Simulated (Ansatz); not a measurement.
This geometry of CH4AlFS (8 atoms, charge 0, multiplicity 1) is a first-order saddle point.

Method: RKS PBE0/6-31G* in Ansatz 0.2.0.

```xyz
8
Properties=species:S:1:pos:R:3
F -1.154 1.634 -0.059
C 0.165 1.248 0.150
Al 0.422 -0.722 0.182
S -1.290 -2.126 0.158
H 0.516 1.701 1.091
H 0.788 1.701 -0.639
H 1.918 -1.269 0.250
H -1.273 -2.224 -1.189
```

(1) Which two structures does it join? (They come from a converged band through this point; their orientation in space is the band's.)

(2) How far does it lie above each of them?

Results:

(1) No bond is made or broken. The dihedral C2–Al3–S4–H8 goes from 0 to -179°.

Initial state:

```xyz
8
Properties=species:S:1:pos:R:3
F -1.244 1.180 -0.007
C 0.141 1.086 0.165
Al 0.709 -0.813 -0.031
S -0.912 -2.213 -0.438
H 0.390 1.499 1.154
H 0.622 1.748 -0.570
H 2.205 -1.331 0.087
H -1.820 -1.214 -0.415
```

Final state:

```xyz
8
Properties=species:S:1:pos:R:3
F -1.122 1.727 0.064
C 0.207 1.333 0.207
Al 0.358 -0.628 -0.055
S -1.514 -1.688 -0.439
H 0.556 1.643 1.204
H 0.818 1.899 -0.513
H 1.726 -1.441 -0.002
H -0.935 -2.902 -0.522
```

(2) 8.7 kcal/mol above the first and 7.4 kcal/mol above the second. This is the barrier of this one path; another mechanism may lie lower.

Run time: 5.9 min on 1 thread of AMD EPYC 9R14 (Zen 4), on a shared host, peak memory 0.25 GiB.
